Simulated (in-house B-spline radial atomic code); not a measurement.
The numbers below are computed, except where a source is named.
# S in an electron gas of r_s = 1.8: phase shifts, screening and friction

A nucleus sits in a uniform electron gas with a rigid positive background. The Kohn-Sham equations are solved self-consistently in the spin-unpolarised LDA (PW92), non-relativistic, on B-splines with outgoing waves at the boundary and partial waves to l = 8. The model has no lattice, no bands and no magnetic solution. Atomic units; δ_l are the phase shifts at the Fermi level, counted so that each bound state adds π, and good to about 0.0005.

The density parameter is r_s = 1.8 bohr.

```
l  δ_l (rad)
0     7.2642
1     4.7590
2     0.5979
3     0.0633
4     0.0130
5     0.0032
6     0.0008
7     0.0003
8     0.0002
```

Bound levels below the band bottom (hartree): s -87.13, s -7.1, p -5.145, s -0.2097.

Q: Check the Friedel sum rule, and say where the screening charge sits.

A: k_F = (9π/4)^(1/3)/r_s = 1.06620. The rule is Z = (2/π) Σ (2l + 1) δ_l. The terms are s 4.625, p 9.089, d 1.903, f 0.282 and 0.109 beyond, in all 16.007 against Z = 16. Bound states hold 6 s, 6 p, 0 d electrons, so the scattering states carry 4.01 in all; where a term is smaller than its bound count, the bound level has drawn weight out of the band.

Q: Find the transport cross section and the electronic stopping of a 5 keV S ion (mass 32.06 u).

A: σ_tr = (4π/k_F²) Σ (l + 1) sin²(δ_l − δ_(l+1)). The terms for l = 0 to 3 are 0.3532, 1.4513, 0.7788, 0.0101, all together 2.5939, so σ_tr = 11.054 × 2.5939 = 28.674 bohr². With n = 3/(4π r_s³) = 0.04093, the friction coefficient is Q = n k_F σ_tr = 1.2515. For v well below v_F = 1.066, dE/dx = Q v; with 24801 eV per u at v = 1, v = √(5000/(24801 × 32.06)) = 0.0793, so dE/dx = 0.09924 hartree/bohr = 51 eV/nm. The largest term couples the p and d waves.
